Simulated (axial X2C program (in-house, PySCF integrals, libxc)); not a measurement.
**NSmN⁻: the levels of the configuration f(δφ)3 f(π)0**

Calculated with an axial X2C code built on PySCF integrals: two-component X2C with atomic mean-field Coulomb and Gaunt terms, basis N dyall-v3z, Sm dyall-v3z (cores contracted in-house). Orbitals come from Hartree–Fock averaged over the configuration Sm f(δφ)3 f(π)0; CI then distributes these electrons over the f(δφ), f(π) shells of Sm.

N–Sm–N held linear, both bonds 1.763 Å (near the minimum of the configuration average).

Active spinors (ω > 0):

| shell | ω | ε (eV) | character |
| --- | --- | --- | --- |
| f(δφ) | 3/2 | 5.89 | 99% Sm f |
| f(δφ) | 5/2 | 6.09 | 100% Sm f |
| f(δφ) | 7/2 | 7.11 | 100% Sm f |
| f(δφ) | 5/2 | 7.15 | 100% Sm f |
| f(π) | 1/2 | 10.45 | 85% Sm f, 10% Sm p |
| f(π) | 3/2 | 10.45 | 87% Sm f, 9% Sm p |

Lowest levels of this model:

| Ω | energy (cm⁻¹) | g∥ | configuration |
| --- | --- | --- | --- |
| 5/2 | 0 | 4.43 | 100% f(δφ)3 |
| 3/2 | 492 | 0.93 | 100% f(δφ)3 |
| 7/2 | 2400 | 8.20 | 100% f(δφ)3 |
| 9/2 | 6144 | 11.70 | 100% f(δφ)3 |
| 1/2 | 6573 | 1.61 | 100% f(δφ)3 |
| 3/2 | 8886 | 1.77 | 100% f(δφ)3 |
| 15/2 | 9396 | 15.41 | 100% f(δφ)3 |
| 5/2 | 9903 | 5.62 | 100% f(δφ)3 |
| 7/2 | 11376 | 9.39 | 100% f(δφ)3 |
| 13/2 | 12808 | 12.24 | 100% f(δφ)3 |
| 5/2 | 16284 | 5.19 | 100% f(δφ)3 |
| 5/2 | 18337 | 4.70 | 100% f(δφ)3 |
| 3/2 | 18569 | 2.74 | 100% f(δφ)3 |
| 7/2 | 20732 | 7.83 | 100% f(δφ)3 |
| 3/2 | 20873 | 2.65 | 100% f(δφ)3 |
| 17/2 | 20917 | 18.00 | 100% f(δφ)3 |
| 15/2 | 21021 | 15.07 | 100% f(δφ)3 |
| 7/2 | 24835 | 8.00 | 100% f(δφ)3 |
| 5/2 | 25258 | 5.69 | 100% f(δφ)3 |
| 9/2 | 27072 | 9.82 | 100% f(δφ)3 |
| 3/2 | 27415 | 2.93 | 100% f(δφ)3 |
| 1/2 | 28150 | 0.09 | 100% f(δφ)3 |

g∥ is the magnitude of 2⟨Lz + ge Sz⟩ for the +Ω component.

From Ω and g∥ of the lowest level, whose 2⟨Lz + ge Sz⟩ is positive, find ⟨Sz⟩ and ⟨Lz⟩ (ge = 2.0023).

Ω = ⟨Lz⟩ + ⟨Sz⟩ = 5/2 and ⟨Lz⟩ + ge⟨Sz⟩ = 2.215, so ⟨Sz⟩ = -0.28 and ⟨Lz⟩ = 2.78.

Occupations of the active spinors in the lowest level by ω, shell by shell in order of energy: -7/2: 0.03; -5/2: 0.45 0.01; -3/2: 0.52 0.00; -1/2: 0.00; 1/2: 0.00; 3/2: 0.78 0.00; 5/2: 0.53 0.40; 7/2: 0.29. The leading determinant has weight 0.32 among 21.

This point took 3.7 s on 1 thread of Arm Neoverse V2 (shared host).

Dynamic correlation is missing, so gaps between terms are too wide and other configurations may lie lower; the lowest level listed is that of this model, not necessarily the ground state. At most 6 roots were kept for each Ω > 0 (twice that for Ω = 0) within 3.5 eV of the lowest, so higher up levels can be missing between those listed; levels with Ω > 0 are doubly degenerate and listed once, Ω = 0 levels singly. States that fill the shells left empty in the average are placed too high. For an anion, levels above electron detachment are held by the basis set. Along the bond the averaged SCF switches between close solutions, so this one may not be the lowest. The molecule was held linear; bending was not examined.
